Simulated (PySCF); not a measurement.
## Rotational lines of MgTe

Lines J+1 ← J of the vibrational ground state, computed from RHF-CCSD(T) constants of MgTe, ¹Σ⁺ (singlet), closed shell (Mg aug-cc-pVDZ, Te aug-cc-pVDZ-PP with ECP28; scalar-relativistic core potentials (PySCF 2.14); masses 23.9850 and 129.9062 u), in MHz:

```json
{"J": "2", "ν (MHz)": "23915.2"}
{"J": "3", "ν (MHz)": "31886.7"}
{"J": "4", "ν (MHz)": "39857.9"}
{"J": "5", "ν (MHz)": "47828.9"}
{"J": "6", "ν (MHz)": "55799.6"}
```

Problem. Find B0 and the effective bond length r0; with αe = 0.000669 cm⁻¹, find Re.

Solution. ν = 2B0(J+1) − 4D(J+1)³ gives B0 = 0.13296 cm⁻¹. With the reduced mass μred = 20.247 u, r0 = √(16.8576/(μred·B0)) (u, cm⁻¹, Å) = 2.5024 Å. Be = B0 + αe/2 = 0.13329 cm⁻¹ gives Re = 2.499 Å.

Correlated steps freeze 5 core orbitals. Correlated levels converge slowly with the basis: in double zeta they bind strong bonds too weakly, by up to about 1 eV, and carry superposition errors of some tenths. Spin–orbit coupling is left out, which matters for elements this heavy, above all for dissociation energies. Where the molecule has an RHF reference, its open-shell atoms are computed with UHF.
